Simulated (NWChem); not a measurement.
System: CH6FNOSi; SMILES C[Si](F)(N)O

```xyz
11

C     -0.4084    -1.7518     0.3780
Si     0.0049     0.0218     0.0283
N     -1.3369     0.8346    -0.6283
O      0.4879     0.9078     1.3424
F      1.3120    -0.0044    -0.9582
H     -0.7615    -2.2620    -0.5322
H     -1.1960    -1.8287     1.1422
H      0.4772    -2.2972     0.7378
H     -1.9826     0.3889    -1.2667
H     -1.3611     1.8446    -0.6948
H      1.4361     0.9264     1.4992
```
Atoms are numbered in this order, from 1.

Level: PBE0/def2-SVP (NWChem), optimised geometry, unscaled harmonic frequencies. 

Question: List the harmonic frequencies with IR intensities, and the thermochemistry.

Answer: 
| frequency (cm⁻¹) | IR intensity (km/mol) |
|---|---|
| 131 | 0.6 |
| 177 | 11.7 |
| 198 | 7.7 |
| 224 | 84.0 |
| 262 | 25.1 |
| 283 | 84.7 |
| 330 | 77.4 |
| 344 | 38.9 |
| 373 | 75.1 |
| 674 | 2.6 |
| 732 | 14.7 |
| 772 | 7.3 |
| 798 | 28.5 |
| 826 | 110.5 |
| 873 | 180.8 |
| 941 | 262.1 |
| 988 | 189.6 |
| 1278 | 53.2 |
| 1427 | 5.2 |
| 1428 | 3.5 |
| 1533 | 76.6 |
| 3065 | 0.5 |
| 3165 | 2.9 |
| 3177 | 1.8 |
| 3636 | 41.6 |
| 3741 | 45.9 |
| 3942 | 110.0 |

```json
{
  "zero_point_energy": "50.5 kcal/mol",
  "thermal correction to the enthalpy at 298.15 K (with zero-point energy)": "56.0 kcal/mol",
  "heat capacity Cv": "27.0 cal/(mol K)",
  "entropy at 298.15 K and 1 atm (symmetry number 1)": "83.6 cal/(mol K)",
  "dipole_moment": "0.84 D"
}
```

Rigid rotor and harmonic oscillator.
